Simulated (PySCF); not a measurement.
Isomers of C6H10BN, from PBE0-D3(BJ)/def2-SVP geometry optimisation, gas phase in PySCF 2.14.0. One conformer each, no zero-point energy, no frequencies.

Problem. Which is lower in electronic energy at this level?
A. `[CH3:1][CH2:2][N:3]1[BH:4][CH:5]=[CH:6][CH:7]=[CH:8]1` with C1–C2–N3–B4 -93° (N-ethyl-1,2-azaborine): A = 4506, B = 1492, C = 1233 MHz, dipole 2.32 D
B. `[BH3-:1][NH2+:2][c:3]1[cH:4][cH:5][cH:6][cH:7][cH:8]1` with B1–N2–C3–C4 87°: A = 4459, B = 1479, C = 1225 MHz, dipole 5.34 D

Solution. A. That is `CCN1BC=CC=C1` (N-ethyl-1,2-azaborine), 26.2 kcal/mol below the other.

```tsv
SMILES	mapped SMILES	E (Eh)	relative (kcal/mol)	relative (kJ/mol)	dipole (D)
CCN1BC=CC=C1	[CH3:1][CH2:2][N:3]1[BH:4][CH:5]=[CH:6][CH:7]=[CH:8]1	-313.70552	0.0	0.0	2.32
[BH3-][NH2+]c1ccccc1	[BH3-:1][NH2+:2][c:3]1[cH:4][cH:5][cH:6][cH:7][cH:8]1	-313.66377	26.2	109.6	5.34
```

As drawn, the higher has an N–H bond, which the lower lacks.
